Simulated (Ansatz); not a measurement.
`N[CH2][Zn][SiH3]`, charge 0, multiplicity 1.

Task: Give a relaxed structure at PBE0-D4/def2-TZVP (Ansatz). (Best estimate.)

Result: Computed: 
Cartesian coordinates in Å:
```
N -0.083 -2.427 0.725
C -0.777 -1.180 1.089
Zn -0.219 0.450 0.101
Si 0.578 2.298 -1.186
H -0.213 -2.644 -0.255
H 0.915 -2.346 0.872
H -0.647 -1.023 2.165
H -1.852 -1.342 0.960
H 0.387 2.096 -2.653
H 2.035 2.550 -0.980
H -0.125 3.569 -0.838
```
Point group Cs.
This is one stationary point; other conformers may exist.
